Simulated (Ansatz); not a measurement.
`C=CN[SiH2]C` + H₂ → `C=CN[SiH3]` + CH₄  (hydrogenolysis of the Si–C bond)

Isolated molecules relaxed with PBE0-D4/def2-TZVP in Ansatz; ΔE leaves out vibrations. CCSD(T)/CBS is the MP2 limit (def2-TZVPP, def2-QZVPP) plus CCSD(T) − MP2 in def2-TZVPP, frozen cores. This one scheme is used for every species. DFT in def2-TZVPP. Each species was taken in one conformer, which may not be the lowest.

`C=CN[SiH2]C`:

Cartesian coordinates in Å:
```
C -2.379 1.024 1.277
C -1.494 0.822 0.301
N -0.295 0.144 0.401
Si 0.958 0.118 -0.796
C 1.932 -1.460 -0.622
H -3.301 1.549 1.074
H -2.212 0.668 2.288
H -1.699 1.199 -0.698
H -0.099 -0.210 1.326
H 1.892 1.277 -0.680
H 0.273 0.224 -2.112
H 1.297 -2.334 -0.774
H 2.386 -1.532 0.370
H 2.742 -1.489 -1.356
```

H₂:

```xyz
2

H     0.104   -0.213   -0.288
H    -0.104    0.213    0.288
```

`C=CN[SiH3]`:

Z-matrix (Å, degrees):
```
Si
N 1 1.728
H 1 1.490 2 113.8
H 1 1.484 2 106.8 3 -119.9
H 1 1.485 2 108.6 3 120.0
C 2 1.382 1 125.6 3 -76.4
H 2 1.009 1 119.2 3 93.7
C 6 1.332 2 126.7 1 170.7
H 6 1.088 2 113.8 1 -10.2
H 8 1.085 6 122.0 2 -1.1
H 8 1.080 6 120.2 2 178.5
```

CH₄:

Z-matrix (Å, degrees):
```
C
H 1 1.090
H 1 1.090 2 109.5
H 1 1.090 2 109.5 3 -120.0
H 1 1.090 2 109.5 3 120.0
```

```csv
level,ΔE (kcal/mol),difference from CCSD(T)/CBS
ωB97X-V,-5.5,-0.6
PBE,-5.7,-0.8
r2SCAN,-4.9,0.0
PBE0,-6.1,-1.2
CCSD/def2-TZVPP,-6.5,-1.6
HF/def2-QZVPP,-10.5,-5.6
MP2/def2-QZVPP,-4.0,0.9
SCS-MP2/def2-QZVPP,-5.5,-0.6
MP2/CBS(def2),-3.8,1.1
CCSD/CBS(def2),-5.8,-0.9
CCSD(T)/CBS,-4.9,0
```

Largest T1 diagnostic among the species: 0.012.

The D4 term adds +1.9 kcal/mol with B3LYP and +1.1 kcal/mol with PBE0; it sums over pairs of atoms, weighted by their polarisabilities, and B3LYP, whose exchange is more repulsive, gets the larger term. In def2-TZVPP, CCSD(T) changes the Hartree–Fock value by +5.0 kcal/mol (the triples alone add +0.9 kcal/mol) and MP2 by +6.1 kcal/mol.

B3LYP here is the variant with VWN-RPA as its local correlation; programs differ in this.
